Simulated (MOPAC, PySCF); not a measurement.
CH6Si2, SMILES `C=[SiH][SiH3]`, neutral singlet in the gas phase. 

Cartesian coordinates (Å):
SMILES: C=[SiH][SiH3]
```xyz
9

C      1.6431     0.2396    -0.9832
Si     0.5506     0.6361     0.2670
Si    -1.4473    -0.5128     0.5417
H      2.5828     0.7596    -1.1332
H      1.4354    -0.5597    -1.6859
H      0.8732     1.7376     1.2080
H     -1.5315    -1.5460    -0.5221
H     -2.6065     0.4122     0.4313
H     -1.4997    -1.1666     1.8764
```
Charge 0, multiplicity 1.

All levels are single points at this geometry (PBE0-D3(BJ)/def2-TZVP); Pople sets use spherical d functions. Orbital energies aren't observables, and empty levels follow the basis.

PM6 in MOPAC gives gap (eV) = 7.26.

Question: Estimate the gap (eV) from each of these levels: PBE-D3(BJ)/def2-TZVP in PySCF; PBE0-D3(BJ)/def2-TZVP in PySCF; ωB97X-D3(BJ)/def2-TZVP in PySCF; B3LYP/6-31G* in PySCF; SVWN5/6-31G* in PySCF; HF/STO-3G in PySCF; PM3 in MOPAC; PM7 in MOPAC.

Answer: 
```json
[
 {"level": "PBE-D3(BJ)/def2-TZVP in PySCF", "gap (eV)": "3.34"},
 {"level": "PBE0-D3(BJ)/def2-TZVP in PySCF", "gap (eV)": "5.08"},
 {"level": "ωB97X-D3(BJ)/def2-TZVP in PySCF", "gap (eV)": "9.29"},
 {"level": "B3LYP/6-31G* in PySCF", "gap (eV)": "4.94"},
 {"level": "SVWN5/6-31G* in PySCF", "gap (eV)": "3.51"},
 {"level": "HF/STO-3G in PySCF", "gap (eV)": "12.95"},
 {"level": "PM3 in MOPAC", "gap (eV)": "7.08"},
 {"level": "PM7 in MOPAC", "gap (eV)": "8.47"}
]
```
